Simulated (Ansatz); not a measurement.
Ge₃F₃⁻. Charge -1, multiplicity 1. Geometry r2SCAN-D4/def2-SVPD.

```
atom    x (Å)    y (Å)    z (Å)
 Ge1   0.6311   0.1112   0.8751
 Ge2  -0.5663   1.9873  -0.1113
 Ge3  -0.7320  -1.5524  -0.2926
  F4  -2.1860   1.5709   0.6452
  F5   0.5124  -2.3589  -1.3580
  F6   2.3407   0.2420   0.2416
```

The restricted singlet is unstable towards broken spin symmetry in Hartree–Fock (as tested in another run); at PBE-D4/def2-SVPD, PBE0-D4/def2-SVPD, PBE0-D4/def2-TZVPD, BHLYP-D4/def2-TZVPD this wasn't settled. The structure comes from a short search, and lower isomers may exist.

Estimate the orbital energies around the gap (eV) in Ansatz with PBE-D4/def2-SVPD, PBE-D4/def2-TZVPD, PBE0-D4/def2-SVPD, PBE0-D4/def2-TZVPD, BHLYP-D4/def2-TZVPD.


```json
{"orbital": "HOMO−5", "PBE-D4/def2-SVPD": "-4.81", "PBE-D4/def2-TZVPD": "-4.77", "PBE0-D4/def2-SVPD": "-6.71", "PBE0-D4/def2-TZVPD": "-6.65", "BHLYP-D4/def2-TZVPD": "-8.58"}
{"orbital": "HOMO−4", "PBE-D4/def2-SVPD": "-4.70", "PBE-D4/def2-TZVPD": "-4.67", "PBE0-D4/def2-SVPD": "-6.65", "PBE0-D4/def2-TZVPD": "-6.59", "BHLYP-D4/def2-TZVPD": "-8.31"}
{"orbital": "HOMO−3", "PBE-D4/def2-SVPD": "-4.31", "PBE-D4/def2-TZVPD": "-4.27", "PBE0-D4/def2-SVPD": "-5.88", "PBE0-D4/def2-TZVPD": "-5.83", "BHLYP-D4/def2-TZVPD": "-7.22"}
{"orbital": "HOMO−2", "PBE-D4/def2-SVPD": "-3.06", "PBE-D4/def2-TZVPD": "-3.03", "PBE0-D4/def2-SVPD": "-4.20", "PBE0-D4/def2-TZVPD": "-4.17", "BHLYP-D4/def2-TZVPD": "-5.22"}
{"orbital": "HOMO−1", "PBE-D4/def2-SVPD": "-0.79", "PBE-D4/def2-TZVPD": "-0.78", "PBE0-D4/def2-SVPD": "-1.59", "PBE0-D4/def2-TZVPD": "-1.56", "BHLYP-D4/def2-TZVPD": "-2.26"}
{"orbital": "HOMO", "PBE-D4/def2-SVPD": "-0.63", "PBE-D4/def2-TZVPD": "-0.61", "PBE0-D4/def2-SVPD": "-1.53", "PBE0-D4/def2-TZVPD": "-1.50", "BHLYP-D4/def2-TZVPD": "-2.18"}
{"orbital": "LUMO", "PBE-D4/def2-SVPD": "0.96", "PBE-D4/def2-TZVPD": "0.96", "PBE0-D4/def2-SVPD": "1.51", "PBE0-D4/def2-TZVPD": "1.52", "BHLYP-D4/def2-TZVPD": "2.19"}
{"orbital": "LUMO+1", "PBE-D4/def2-SVPD": "1.34", "PBE-D4/def2-TZVPD": "1.34", "PBE0-D4/def2-SVPD": "1.91", "PBE0-D4/def2-TZVPD": "1.91", "BHLYP-D4/def2-TZVPD": "2.56"}
{"orbital": "LUMO+2", "PBE-D4/def2-SVPD": "1.86", "PBE-D4/def2-TZVPD": "1.80", "PBE0-D4/def2-SVPD": "2.63", "PBE0-D4/def2-TZVPD": "2.55", "BHLYP-D4/def2-TZVPD": "3.34"}
{"orbital": "LUMO+3", "PBE-D4/def2-SVPD": "3.30", "PBE-D4/def2-TZVPD": "3.17", "PBE0-D4/def2-SVPD": "4.01", "PBE0-D4/def2-TZVPD": "3.83", "BHLYP-D4/def2-TZVPD": "4.36"}
{"orbital": "LUMO+4", "PBE-D4/def2-SVPD": "3.76", "PBE-D4/def2-TZVPD": "3.62", "PBE0-D4/def2-SVPD": "4.33", "PBE0-D4/def2-TZVPD": "4.17", "BHLYP-D4/def2-TZVPD": "4.61"}
{"orbital": "LUMO+5", "PBE-D4/def2-SVPD": "3.96", "PBE-D4/def2-TZVPD": "3.76", "PBE0-D4/def2-SVPD": "4.52", "PBE0-D4/def2-TZVPD": "4.27", "BHLYP-D4/def2-TZVPD": "4.69"}
```
